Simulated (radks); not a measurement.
All-electron atom: the praseodymium ion Pr3+ in [Xe] 4f2. Method: scalar-relativistic Kohn-Sham, SOGGA, spin-unpolarised, spherical densities, finite nucleus; Fermi nuclear charge, rms radius 4.8919 fm; computed with a radial shooting solver on a logarithmic mesh with Libxc functionals.

X-ray form factor f0, the Fourier transform of the density (f0(0) = 56):

| sin(theta)/lambda (1/angstrom) | f0 (electrons) |
|---|---|
| 0.05 | 55.315 |
| 0.1 | 53.401 |
| 0.15 | 50.619 |
| 0.2 | 47.407 |
| 0.25 | 44.149 |
| 0.3 | 41.090 |
| 0.4 | 35.899 |
| 0.5 | 31.780 |
| 0.6 | 28.348 |
| 0.8 | 22.914 |
| 1 | 19.197 |
| 1.25 | 16.220 |
| 1.5 | 14.005 |
| 2 | 10.142 |
